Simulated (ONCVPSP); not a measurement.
## An all-electron radial function and its pseudo partner (Pt)

Columns: radius, all-electron u(r) and pseudo u(r) of the 5p shell (level -56.59 eV) of platinum in the configuration [Kr] 4d10 4f14 5s2 5p6 5d9 6s0.75 6p0.25; PBE, scalar-relativistic, ONCV scheme, ONCVPSP 4.0.1.

```
r (bohr)  all-electron  pseudo
   0.090        0.1703  0.0240
   0.180        0.2445  0.0934
   0.270       -0.3848  0.2014
   0.360       -0.5938  0.3375
   0.450       -0.3517  0.4883
   0.540        0.0698  0.6399
   0.630        0.4791  0.7793
   0.720        0.7924  0.8957
   0.810        0.9931  0.9812
   0.900        1.0937  1.0313
   0.990        1.1171  1.0455
   1.080        1.0863  1.0268
   1.170        1.0210  0.9806
   1.260        0.9363  0.9140
   1.350        0.8431  0.8335
   1.440        0.7487  0.7458
   1.530        0.6578  0.6572
   1.620        0.5731  0.5729
   1.710        0.4959  0.4958
   1.800        0.4268  0.4267
   1.890        0.3658  0.3657
   1.980        0.3123  0.3122
   2.070        0.2659  0.2658
   2.160        0.2258  0.2257
   2.250        0.1913  0.1912
   2.340        0.1618  0.1617
```

How many radial nodes do the two functions have?

The all-electron 5p function has n − l − 1 = 3 (the table is too coarse to show those close to the nucleus); the pseudo-wave has 0, since the states of the same l below it are removed with the core.

At about which radius was the pseudo-wave matched?

1.65 bohr, where the columns begin to agree (steps of 0.09 bohr).

Is the pseudo-wave norm-conserving?

Yes: the ONCV scheme keeps the norm inside the radius equal to the all-electron one, which fixes the energy derivative of the logarithmic derivative at the level.
